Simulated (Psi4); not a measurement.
Psi4 input (wB97X-D/6-31G*):

```
memory 1500 MB

molecule {
0 2
C    -1.69516983   -0.80157911   -0.33139044
C    -0.47561349    0.00810272   -0.06309609
C    -0.47068809    1.45301965   -0.41825208
C     0.81948685   -0.70535522    0.08989597
O     1.73869681    0.08645184    0.84513256
H    -2.60064722   -0.26516685   -0.03614822
H    -1.67555779   -1.75791631    0.19622980
H    -1.80966094   -1.03087530   -1.40384830
H    -0.38915510    1.59724945   -1.50894542
H     0.36931258    1.97223319    0.04085937
H    -1.39916548    1.94000292   -0.11021969
H     0.65231241   -1.67533249    0.57625570
H     1.25300964   -0.91975743   -0.90657597
H     2.62188484   -0.27717995    0.72838816
symmetry c1
no_reorient
no_com
}

set {
  basis 6-31G*
  reference uks
  scf_type pk
  dft_radial_points 99
  dft_spherical_points 590
  e_convergence 1e-8
  d_convergence 1e-7
  maxiter 150
}

e = energy('wb97x-d')
print_out(f'\nFINAL {e:.10f} DIPOLE {variable("CURRENT DIPOLE")[0]:.6f} {variable("CURRENT DIPOLE")[1]:.6f} {variable("CURRENT DIPOLE")[2]:.6f}\n')
```

Output:

```
   => Loading Basis Set <=

    Name: 6-31G*
    Role: ORBITAL
    Keyword: BASIS
    atoms 1-4  entry C          line   111 file 6-31gs.gbs
    atoms 5    entry O          line   145 file 6-31gs.gbs
    atoms 6-14 entry H          line    44 file 6-31gs.gbs

   => WB97X-D: Empirical Dispersion <=

    Chai and Head-Gordon Dispersion Correction
    Chai, J.-D.; Head-Gordon, M. (2010), J. Chem. Phys., 132: 6615-6620

        s6 =       1.000000

         ---------------------------------------------------------
                                   SCF
               by Justin Turney, Rob Parrish, Andy Simmonett
                          and Daniel G. A. Smith
                              UKS Reference
         ---------------------------------------------------------

  ==> Geometry <==

    Molecular point group: c1
    Full point group: C1

    Geometry (in Angstrom), charge = 0, multiplicity = 2:

       Center              X                  Y                   Z               Mass
    ------------   -----------------  -----------------  -----------------  -----------------
         C           -1.695169830000    -0.801579110000    -0.331390440000    12.000000000000
         C           -0.475613490000     0.008102720000    -0.063096090000    12.000000000000
         C           -0.470688090000     1.453019650000    -0.418252080000    12.000000000000
         C            0.819486850000    -0.705355220000     0.089895970000    12.000000000000
         O            1.738696810000     0.086451840000     0.845132560000    15.994914619570
         H           -2.600647220000    -0.265166850000    -0.036148220000     1.007825032230
         H           -1.675557790000    -1.757916310000     0.196229800000     1.007825032230
         H           -1.809660940000    -1.030875300000    -1.403848300000     1.007825032230
         H           -0.389155100000     1.597249450000    -1.508945420000     1.007825032230
         H            0.369312580000     1.972233190000     0.040859370000     1.007825032230
         H           -1.399165480000     1.940002920000    -0.110219690000     1.007825032230
         H            0.652312410000    -1.675332490000     0.576255700000     1.007825032230
         H            1.253009640000    -0.919757430000    -0.906575970000     1.007825032230
         H            2.621884840000    -0.277179950000     0.728388160000     1.007825032230

  Running in c1 symmetry.

  Rotational constants: A =      0.25735  B =      0.11983  C =      0.08800 [cm^-1]
  Rotational constants: A =   7715.28797  B =   3592.54393  C =   2638.15523 [MHz]
  Nuclear repulsion =  182.675027809510169

  Charge       = 0
  Multiplicity = 2
  Electrons    = 41
  Nalpha       = 21
  Nbeta        = 20

  ==> Algorithm <==
[...]
      64A      1.547642    65A      1.684382    66A      1.726859
      67A      1.833390    68A      1.878252    69A      1.938021
      70A      1.966651    71A      2.006481    72A      2.083951
      73A      2.121669    74A      2.156396    75A      2.191689
      76A      2.191951    77A      2.296255    78A      2.333069
      79A      2.352040    80A      2.369735    81A      2.452155
      82A      2.538079    83A      2.584359    84A      2.644125
      85A      2.647141    86A      2.817460    87A      2.916931
      88A      2.994288    89A      3.864218    90A      4.209802
      91A      4.388624    92A      4.425444    93A      4.573240

    Beta Occupied:

       1A    -19.259851     2A    -10.338651     3A    -10.286305
       4A    -10.285523     5A    -10.276660     6A     -1.109811
       7A     -0.878377     8A     -0.781474     9A     -0.770867
      10A     -0.604508    11A     -0.593871    12A     -0.537239
      13A     -0.525277    14A     -0.488018    15A     -0.464970
      16A     -0.457533    17A     -0.442534    18A     -0.421146
      19A     -0.401783    20A     -0.346503

    Beta Virtual:

      21A      0.046299    22A      0.168481    23A      0.186950
      24A      0.228164    25A      0.240406    26A      0.245120
      27A      0.255310    28A      0.270213    29A      0.275737
      30A      0.309023    31A      0.320200    32A      0.336202
      33A      0.385053    34A      0.395612    35A      0.596137
      36A      0.619882    37A      0.644571    38A      0.644986
      39A      0.671316    40A      0.700238    41A      0.764867
      42A      0.814708    43A      0.841970    44A      0.845833
      45A      0.887853    46A      0.897051    47A      0.925072
      48A      0.937881    49A      0.957292    50A      0.980444
      51A      0.998204    52A      1.022216    53A      1.033668
      54A      1.047645    55A      1.054910    56A      1.078841
      57A      1.117832    58A      1.158019    59A      1.262950
      60A      1.352155    61A      1.406028    62A      1.495930
      63A      1.517210    64A      1.562844    65A      1.686148
      66A      1.727746    67A      1.835605    68A      1.885146
      69A      1.941950    70A      1.969930    71A      2.021862
      72A      2.098008    73A      2.129405    74A      2.179266
      75A      2.204438    76A      2.205566    77A      2.301743
      78A      2.335256    79A      2.354706    80A      2.372808
      81A      2.452765    82A      2.549718    83A      2.598321
      84A      2.655169    85A      2.679739    86A      2.825295
      87A      2.926368    88A      2.997686    89A      3.864629
      90A      4.226912    91A      4.387934    92A      4.425757
      93A      4.600660

    Final Occupation by Irrep:
              A
    DOCC [    20 ]
    SOCC [     1 ]
    NA   [    21 ]
    NB   [    20 ]

  @UKS Final Energy:  -232.92622043163493

   => Energetics <=

    Nuclear Repulsion Energy =            182.6750278095101692
    One-Electron Energy =                -676.7430586598300124
    Two-Electron Energy =                 284.1364694599868699
    DFT Exchange-Correlation Energy =     -22.9887831896354911
    Empirical Dispersion Energy =          -0.0058758516665092
    VV10 Nonlocal Energy =                  0.0000000000000000
    Total Energy =                       -232.9262204316349312

  UHF NO Occupations:
  HONO-2 :   19  A 1.9995925
  HONO-1 :   20  A 1.9989166
  HONO-0 :   21  A 1.0000000
  LUNO+0 :   22  A 0.0010834
  LUNO+1 :   23  A 0.0004075
  LUNO+2 :   24  A 0.0002676
  LUNO+3 :   25  A 0.0002566

Computation Completed

Properties will be evaluated at   0.000000,   0.000000,   0.000000 [a0]

Properties computed using the SCF density matrix

 Multipole Moments:

 ------------------------------------------------------------------------------------
     Multipole            Electronic (a.u.)      Nuclear  (a.u.)        Total (a.u.)
 ------------------------------------------------------------------------------------

 L = 1.  Multiply by 2.5417464519 to convert [e a0] to [Debye]
 Dipole X            :          0.1953135            0.0000001            0.1953136
 Dipole Y            :         -0.4691629            0.0000004           -0.4691625
 Dipole Z            :         -0.4363720            0.0000001           -0.4363719
 Magnitude           :                                                    0.6698367

 ------------------------------------------------------------------------------------

FINAL -232.9262204316 DIPOLE 0.195314 -0.469163 -0.436372

*** Psi4 exiting successfully. Buy a developer a beer!
```

The geometry given is a B3LYP-D3(BJ)/def2-TZVP minimum.
